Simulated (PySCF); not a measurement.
C₃H₇FSi.
Z-matrix (Å and degrees, PBE0-D3(BJ)/def2-SVP geometry), rows numbered from 1:
```
F 
C   1  1.3797
Si  2  1.8984  1  108.68
C   3  1.8521  2  117.12  1    28.12
C   4  1.5453  3   65.38  2  -104.29
H   2  1.1048  1  109.04  3   121.30
H   2  1.1047  1  109.10  3  -121.86
H   3  1.4860  2  114.49  1   179.87
H   4  1.0960  3  117.63  5   107.62
H   4  1.0955  3  120.66  5  -107.88
H   5  1.0957  3  118.27  4  -107.77
H   5  1.0955  3  119.74  4   107.75
```

Jobs on this species (12 atoms, 48 electrons) with PySCF (density fitting). Hardware of each: Intel Xeon 6975P-C, one thread (shared host). The host was shared with other jobs, so the times are rough. Peak memory is the resident size of the whole Python process, interpreter and libraries included.

```tsv
level and settings	work	basis functions	SCF cycles	wall time	peak memory
delta-SCF UKS SCAN, pcX-1 on the ionised atom, pcseg-1 elsewhere, spin-free X2C	ΔSCF core ionisation, 5 holes	131	?	?	?
delta-SCF UKS B3LYP, pcX-2 on the ionised atom, pcseg-1 elsewhere, spin-free X2C	ΔSCF core ionisation, 5 holes	151	?	?	?
delta-SCF UKS PBE0, pcX-2 on the ionised atom, pcseg-1 elsewhere, spin-free X2C	ΔSCF core ionisation, 5 holes	151	?	?	?
delta-SCF UKS SCAN, def2-TZVP on the ionised atom, pcseg-1 elsewhere, spin-free X2C	ΔSCF core ionisation, 5 holes	128	78	17 s	0.47 GiB
delta-SCF UKS HF, pcX-2 on the ionised atom, pcseg-1 elsewhere, spin-free X2C	ΔSCF core ionisation, 5 holes	151	70	12 s	0.62 GiB
PBE0-D3(BJ)/def2-SVP, grid level 1	geometry optimisation from a GFN2-xTB start shaken at random	109	60	26 s	0.46 GiB
delta-SCF UKS SCAN, pcX-2 on the ionised atom, pcseg-1 elsewhere, non-relativistic	ΔSCF core ionisation, 5 holes	151	78	17 s	0.49 GiB
delta-SCF UKS SCAN, pcX-2 on the ionised atom, pcseg-1 elsewhere, spin-free X2C	ΔSCF core ionisation, 5 holes	151	77	17 s	0.54 GiB
delta-SCF UKS PBE, pcX-2 on the ionised atom, pcseg-1 elsewhere, spin-free X2C	ΔSCF core ionisation, 5 holes	151	74	12 s	0.56 GiB
```

Task: Fill in the missing figures.

Result: 
- delta-SCF UKS SCAN, pcX-1 on the ionised atom, pcseg-1 elsewhere, spin-free X2C; ΔSCF core ionisation, 5 holes: 15 s, 0.47 GiB, 76 SCF cycles
- delta-SCF UKS B3LYP, pcX-2 on the ionised atom, pcseg-1 elsewhere, spin-free X2C; ΔSCF core ionisation, 5 holes: 21 s, 0.60 GiB, 70 SCF cycles
- delta-SCF UKS PBE0, pcX-2 on the ionised atom, pcseg-1 elsewhere, spin-free X2C; ΔSCF core ionisation, 5 holes: 21 s, 0.60 GiB, 69 SCF cycles

Task: What do all jobs in the table cost together?

Result: About 2.6 min; the longest takes about 16 % of that, and about 2.2 times as long as the shortest.
